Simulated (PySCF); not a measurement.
CF2, SMILES F[C]F (connectivity only; charge and spin as stated), charge +1, multiplicity 2. Atoms are numbered in the order given.

```xyz
3

F      0.0000    -1.0748     0.1409
C      0.0000     0.0000    -0.4228
F      0.0000     1.0748     0.1409
```
Charge +1, spin multiplicity 2.

Geometry optimised at PBE0-D3(BJ)/def2-TZVP. The isomer is the one that the SMILES or the coordinates give; other isomers of the formula were not compared.

These are B3LYP/pcH-1 run with PySCF values and carry that method's errors.

Unrestricted Kohn–Sham, ⟨S²⟩ = 0.753. Hyperfine tensors hold the contact and dipolar terms, without spin-orbit corrections.

Computed hyperfine couplings:
```json
[
 {"nucleus": "19F no. 1", "A(iso) (MHz)": "457.6", "A(iso) (G)": "163.3", "dipolar principal values (MHz)": "-334.3, -264.5, 598.8"},
 {"nucleus": "13C no. 2", "A(iso) (MHz)": "1128.2", "A(iso) (G)": "402.6", "dipolar principal values (MHz)": "-66.4, -54.5, 120.9"},
 {"nucleus": "19F no. 3", "A(iso) (MHz)": "457.6", "A(iso) (G)": "163.3", "dipolar principal values (MHz)": "-334.3, -264.5, 598.8"}
]
```

Q: And the g tensor (effective nuclear charges for spin-orbit coupling, GIAO)? (Estimate from the structure and the level; the computed values follow.)

A: principal values 1.9944, 2.0012, 2.0044; isotropic 2.0000.
